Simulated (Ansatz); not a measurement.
# Reading a saddle point

A first-order saddle point of GeNH$_{5}$O, singlet, PBE0-D4/def2-TZVP, with one imaginary mode of 510i cm⁻¹:

Ge1  (-0.188, 0.496, 0.652)
O2  (0.153, 0.167, -1.352)
N3  (0.217, -1.209, 0.703)
H4  (0.315, -0.769, -0.852)
H5  (0.704, 1.695, 1.036)
H6  (-1.664, 0.919, 0.542)
H7  (-0.606, 0.120, -1.946)
H8  (1.068, -1.418, 1.216)
(Å)

Program: Ansatz 0.2.0. Basis: def2-TZVPP and def2-QZVPP. Cores are frozen in the correlated methods. Filled d shells of the heavier atoms are correlated. The def2 sets are not built for correlating such inner shells, so the correlated values are less sure here. Extrapolation: Hartree–Fock as exp(−7.88 √X), correlation as X^−2.97.

(1) Which contacts change along the imaginary mode, and what lies on either side? (A judgement: the text doesn't fix the answer.)

(2) Which side is lower, and how far does the saddle lie above each? (An estimate is asked for; the value comes from the calculation.)

No T1 diagnostic of these runs exceeds 0.018.

Answers

(1) Computed: The step is GeNH₅O ([NH2][GeH2][OH]) → GeNH₃ ([NH][GeH2]) + H₂O, with the molecules in contact on both sides. Shortening one way: O2–H4; lengthening the same way: Ge1–O2, N3–H4.
```
  pair  one side (Å)  saddle (Å)  other side (Å)
 O2–H4          3.43        1.07            0.98
Ge1–O2          1.79        2.06            2.31
 N3–H4          1.01        1.62            2.35
```

(2) By the calculation: The side with Ge1–O2, N3–H4 short is lower by 223.8 kJ/mol; the saddle lies 238.2 kJ/mol above it and 14.4 kJ/mol above the other (CCSD(T) at an estimated basis limit (MP2 extrapolated from triple and quadruple zeta, plus CCSD(T) − MP2 in triple zeta); electronic energies).

Labels in which every atom is bracketed show which atoms are joined, not bond orders.

For scale, one of the runs: CCSD(T)/def2-TZVPP, 180 basis functions, launched by `ansatz run in.yaml --threads 4 --pin off --events-out ev --progress --plain --max-ram 9574MiB`. Hardware: 4 CPU threads of an Intel Xeon, shared host. Wall time 100 s; peak host memory 1.8 GiB.
